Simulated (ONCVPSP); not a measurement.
## Sc (Z = 21): ONCV pseudisation with PBE, scalar-relativistic reference atom.

| Item | Value |
| --- | --- |
| Element | scandium (Sc) |
| Generator | ONCVPSP 4.0.1 |
| Type | optimised norm-conserving Vanderbilt (ONCV) |
| Functional | PBE |
| Relativity | scalar-relativistic |
| Frozen core | [Ar] |
| Valence charge | 3 |
| Reference configuration | 3d1 4s2 |
| Partial waves | 4s: rc 3.10 bohr, ncon 4, nbas 7, qcut 2.1 1/bohr, 2 projectors, debl 1.8 Ha; p scattering state at 0.14 Ha: rc 2.45 bohr, ncon 4, nbas 8, qcut 3.7 1/bohr, 2 projectors, debl 3.5 Ha; 3d: rc 1.65 bohr, ncon 4, nbas 9, qcut 9.9 1/bohr, 2 projectors, debl 0.9 Ha |
| Local potential | polynomial inside 1.55 bohr (lpopt 5, dvloc0 3 Ha) |
| Core correction | none |

Problem. Estimate the cutoffs (Ha) at which the residual kinetic energy of the hardest occupied pseudo-wave falls to 1 and 0.1 mHa per electron.

Solution. 33 Ha and 39 Ha.

Problem. Does the potential have ghost states?

Solution. No bound ghost flagged; GHOST(+) flagged for s at 45.9 eV.

Problem. Which valence shell sets the plane-wave cutoff?

Solution. 3d: 33 Ha for 1 mHa per electron, against 2 Ha for 4s.

Problem. Tests: 3d1 4s1; 3d1 4s0; 3d1 4s1.5; 3d0 4s2 4p1. Which has the largest error in its energy relative to the reference configuration, and how large is it?

Solution. 3d0 4s2 4p1, with +424 meV (all-electron minus pseudo) on +3.46 eV.
